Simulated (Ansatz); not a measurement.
Ansatz (an electronic-structure program) job for (E)-1-bromo-2-fluoroprop-1-ene (C₃H₄BrF), SMILES C/C(F)=C\Br, PBE-D3(BJ)/def2-SVP. 

Ansatz 0.2 input:
```yaml
crystal:
  periodic: [false, false, false]
  atoms:
    - {symbol: C, position_ang: [1.37439877, -1.68215591, -0.00000000]}
    - {symbol: C, position_ang: [-0.09286036, -1.44463024, -0.00000000]}
    - {symbol: F, position_ang: [-0.80860809, -2.58768331, 0.00000000]}
    - {symbol: C, position_ang: [-0.77927920, -0.29766280, -0.00000001]}
    - {symbol: Br, position_ang: [0.02530318, 1.41164432, 0.00000000]}
    - {symbol: H, position_ang: [1.65872511, -2.27057529, 0.88799092]}
    - {symbol: H, position_ang: [1.93011969, -0.73716575, 0.00000001]}
    - {symbol: H, position_ang: [1.65872512, -2.27057528, -0.88799092]}
    - {symbol: H, position_ang: [-1.86926371, -0.29339127, 0.00000000]}
basis:
  gaussian:
    orbitals: def2-SVP
hamiltonian:
  xc: pbe
  dispersion: d3bj
relax: {f_tol: 0.002, max_steps: 200}
```

Program output:

```
WARN ansatz: RAYON_NUM_THREADS=1 ignored (pool sized by the plan → 1); use --threads N
Functional definition: PBE
integrals: 0.05 GiB planned
1199 factors; their error is unknown
mean field: 0.29 GiB planned
mean field evaluation 1: about -75900.2599 eV, gradient 5.8e1 eV
mean field evaluation 2: about -75889.1998 eV, gradient 8.3e1 eV
mean field evaluation 4: about -75908.5620 eV, gradient 8.2e0 eV
mean field evaluation 8: about -75908.7011 eV, gradient 1.9e-1 eV
mean field evaluation 16: about -75908.6006 eV, gradient 1.5e-4 eV
mean field -75908.60058274 eV, -2789.5896187181 hartree, gradient 1.8e-5 eV, S^2 0.000000; 0 other end points of the search recorded, 0 dependent functions left out
the calculation of the forces begins
reference -75908.60061215 eV, -2789.5896197991 hartree; 33, 33 occupied and 75, 75 virtual orbitals, 1199 factors
relax step   1: F+E_penalty+E_count = -75908.79137286 eV  Δ(F+E_penalty+E_count) = +0.000e0 eV  max|allowed force component| = 6.017e-1 eV/Å  Δτ_max = 0.0000 Å  (31 SCF iters, accepted)
these checks for a lower state are left out or cut short: starts, cluster_reference, orbital_swaps, neighbouring_geometries, increment
integrals: 0.05 GiB planned
1199 factors; their error is unknown
mean field: 0.29 GiB planned
mean field -75908.60925871 eV, -2789.5899375542 hartree, gradient 2.5e-5 eV, S^2 0.000000; 0 other end points of the search recorded, 0 dependent functions left out
the calculation of the forces begins
reference -75908.60928817 eV, -2789.5899386367 hartree; 33, 33 occupied and 75, 75 virtual orbitals, 1199 factors
relax step   2: F+E_penalty+E_count = -75908.79968039 eV  Δ(F+E_penalty+E_count) = -8.308e-3 eV  max|allowed force component| = 1.698e-1 eV/Å  Δτ_max = 0.0112 Å  (34 SCF iters, accepted)
these checks for a lower state are left out or cut short: starts, cluster_reference, orbital_swaps, neighbouring_geometries, increment
integrals: 0.05 GiB planned
1199 factors; their error is unknown
mean field: 0.29 GiB planned
mean field evaluation 32: about -75908.6101 eV, gradient 1.0e-4 eV
mean field -75908.61007836 eV, -2789.5899676757 hartree, gradient 2.5e-5 eV, S^2 0.000000; 0 other end points of the search recorded, 0 dependent functions left out
the calculation of the forces begins
reference -75908.61010782 eV, -2789.5899687584 hartree; 33, 33 occupied and 75, 75 virtual orbitals, 1199 factors
relax step   3: F+E_penalty+E_count = -75908.80046849 eV  Δ(F+E_penalty+E_count) = -7.881e-4 eV  max|allowed force component| = 1.565e-2 eV/Å  Δτ_max = 0.0043 Å  (34 SCF iters, accepted)
these checks for a lower state are left out or cut short: starts, cluster_reference, orbital_swaps, neighbouring_geometries, increment
integrals: 0.05 GiB planned
1199 factors; their error is unknown
mean field: 0.29 GiB planned
mean field -75908.61008513 eV, -2789.5899679246 hartree, gradient 1.4e-5 eV, S^2 0.000000; 0 other end points of the search recorded, 0 dependent functions left out
the calculation of the forces begins
reference -75908.61011459 eV, -2789.5899690071 hartree; 33, 33 occupied and 75, 75 virtual orbitals, 1199 factors
relax step   4: F+E_penalty+E_count = -75908.80048352 eV  Δ(F+E_penalty+E_count) = -1.504e-5 eV  max|allowed force component| = 3.579e-3 eV/Å  Δτ_max = 0.0009 Å  (24 SCF iters, accepted)
these checks for a lower state are left out or cut short: starts, cluster_reference, orbital_swaps, neighbouring_geometries, increment
integrals: 0.05 GiB planned
1199 factors; their error is unknown
mean field: 0.29 GiB planned
mean field -75908.61009229 eV, -2789.5899681878 hartree, gradient 2.3e-5 eV, S^2 0.000000; 0 other end points of the search recorded, 0 dependent functions left out
the calculation of the forces begins
reference -75908.61012174 eV, -2789.5899692702 hartree; 33, 33 occupied and 75, 75 virtual orbitals, 1199 factors
relax step   5: F+E_penalty+E_count = -75908.80048491 eV  Δ(F+E_penalty+E_count) = -1.389e-6 eV  max|allowed force component| = 6.539e-3 eV/Å  Δτ_max = 0.0012 Å  (23 SCF iters, accepted)
these checks for a lower state are left out or cut short: starts, cluster_reference, orbital_swaps, neighbouring_geometries, increment
integrals: 0.05 GiB planned
1199 factors; their error is unknown
mean field: 0.29 GiB planned
mean field -75908.61008876 eV, -2789.5899680580 hartree, gradient 3.7e-5 eV, S^2 0.000000; 0 other end points of the search recorded, 0 dependent functions left out
the calculation of the forces begins
reference -75908.61011821 eV, -2789.5899691404 hartree; 33, 33 occupied and 75, 75 virtual orbitals, 1199 factors
relax step   6: F+E_penalty+E_count = -75908.80048728 eV  Δ(F+E_penalty+E_count) = -2.364e-6 eV  max|allowed force component| = 6.223e-4 eV/Å  Δτ_max = 0.0004 Å  (21 SCF iters, accepted)
integrals: 0.05 GiB planned
1199 factors; their error is unknown
mean field: 0.29 GiB planned
mean field evaluation 64: about -75908.7157 eV, gradient 1.9e-1 eV
mean field -75908.61008876 eV, -2789.5899680580 hartree, gradient 3.7e-5 eV, S^2 0.000000; 1 other end points of the search recorded, 0 dependent functions left out
the calculation of the forces begins
reference -75908.61011821 eV, -2789.5899691404 hartree; 33, 33 occupied and 75, 75 virtual orbitals, 1199 factors
Total energy: -75908.80051673 eV, -2789.5969661569 hartree
Atom 0 at     1.375495    -1.684287    -0.000000 Å, force     0.000332     0.000322     0.000000 eV/Å
Atom 1 at    -0.093039    -1.450201    -0.000000 Å, force     0.000050     0.000205    -0.000000 eV/Å
Atom 2 at    -0.817446    -2.594976     0.000000 Å, force    -0.000464    -0.000622     0.000000 eV/Å
Atom 3 at    -0.781869    -0.291272     0.000000 Å, force     0.000500     0.000228    -0.000000 eV/Å
Atom 4 at     0.028061     1.412117    -0.000000 Å, force    -0.000192    -0.000109     0.000000 eV/Å
Atom 5 at     1.668457    -2.274781     0.893166 Å, force    -0.000228     0.000101    -0.000056 eV/Å
Atom 6 at     1.929379    -0.728727     0.000000 Å, force     0.000407    -0.000149    -0.000000 eV/Å
Atom 7 at     1.668457    -2.274781    -0.893166 Å, force    -0.000228     0.000101     0.000056 eV/Å
Atom 8 at    -1.880235    -0.285288    -0.000000 Å, force    -0.000177    -0.000076     0.000000 eV/Å
Dipole moment:     0.178799    -0.085561     0.000000 e Å
```

Self-consistency was reached.
